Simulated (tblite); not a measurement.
Compound: C4H7OP2Si (charge -1).
Atom-mapped SMILES: `[CH3:1][O:2][c:3]1[p:4][c:5]([SiH3:6])[cH:7][p-:8]1` (hydrogens: H9, H10, H11 on C1; H12, H13, H14 on Si6; H15 on C7)

Geometry (GFN2-xTB, Å), atoms numbered from 1 in this order:
```
atom  x, y, z in Å
C1     3.3947    0.3072    0.2474
O2     2.2685    1.1237    0.2862
C3     1.0727    0.4562    0.1195
P4    -0.3747    1.4167    0.1583
C5    -1.4291    0.0200   -0.0983
Si6   -3.2745    0.2174   -0.1874
C7    -0.8016   -1.1952   -0.2238
P8     0.9360   -1.2668   -0.1235
H9     3.3555   -0.4562    1.0376
H10    4.2654    0.9507    0.3911
H11    3.4682   -0.2174   -0.7161
H12   -3.8794    0.7653    1.0405
H13   -3.7324    1.0917   -1.2827
H14   -3.9177   -1.0918   -0.4117
H15   -1.3560   -2.1137   -0.3834
```

All values are computed: GFN2-xTB (tblite) harmonic vibrations without scaling, gas phase. The method is semi-empirical: single wavenumbers can be off by several per cent or more. Modes of hydrogen on silicon can be 10 to 20 % off. One conformer, not necessarily the lowest.

Harmonic wavenumbers (cm⁻¹): 50.8, 69.4, 116.2, 144.8, 187.2, 222.9, 240.7, 320.4, 395.9, 413.3, 413.9, 461.7, 538.2, 543.8, 616.5, 663.0, 732.8, 807.0, 812.4, 826.7, 895.0, 994.8, 1023.0, 1042.7, 1133.9, 1165.0, 1188.3, 1205.4, 1401.4, 1404.6, 1454.4, 1489.8, 2125.1, 2128.8, 2154.0, 2855.0, 2889.3, 2971.3, 2986.3.

A = 3029, B = 729.8, C = 594.1 MHz; mass 160.974 u (most abundant isotopes); point group Cs, symmetry number 1.

Zero-point energy?

½Σν̃ = 20543 cm⁻¹ = 58.73 kcal/mol.

Give the ideal-gas entropy at 200 K and 1 bar in the rigid-rotor, harmonic-oscillator model (classical rotation).

Translation 39.18, rotation 28.69, vibration 18.93: S = 86.8 cal/(mol K).

And Cp and H(200 K) − H(0)?

Cp = 29.14 cal/(mol K), of which vibrations give 21.19 (their classical limit is 39 R = 77.5); H(200 K) − H(0) = 3.70 kcal/mol without the zero-point energy, 2.11 from vibrations.

Which modes carry the vibrational entropy at 200 K?

50.8 cm⁻¹: 4.00; 69.4 cm⁻¹: 3.39; 116.2 cm⁻¹: 2.40; 144.8 cm⁻¹: 1.99; 187.2 cm⁻¹: 1.54; 222.9 cm⁻¹: 1.25 cal/(mol K); the other 33 give 4.36 together.

Blend soft modes into free rotors: weight 1/[1 + (100 cm⁻¹/ν̃)⁴] for the oscillator and the rest for a rotor with moment μB/(μ + B), μ = h/(8π²ν), B = 10⁻⁴⁴ kg m². What vibrational entropy results?

17.71 cal/(mol K) in place of 18.93, which changes −T·S at 200 K by +0.24 kcal/mol.

How do the functions run with temperature in this model?

| T (K) | S (cal/(mol K)) | Cp (cal/(mol K)) | H − H(0) (kcal/mol) | G − H(0) (kcal/mol) | ln q(vib) |
| --- | --- | --- | --- | --- | --- |
| 100 | 70.6 | 18.8 | 1.29 | -5.76 | 1.62 |
| 300 | 100.4 | 38.4 | 7.08 | -23.04 | 6.87 |
| 500 | 123.6 | 52.4 | 16.27 | -45.52 | 11.99 |
| 800 | 151.2 | 64.7 | 34.03 | -86.90 | 18.96 |
| 1000 | 166.2 | 69.8 | 47.51 | -118.68 | 23.13 |

q(vib) and H(0) count from the zero-point level.

Hindered rotation and anharmonicity are outside this model. Other conformers, if any are populated, would add a mixing term that is left out.
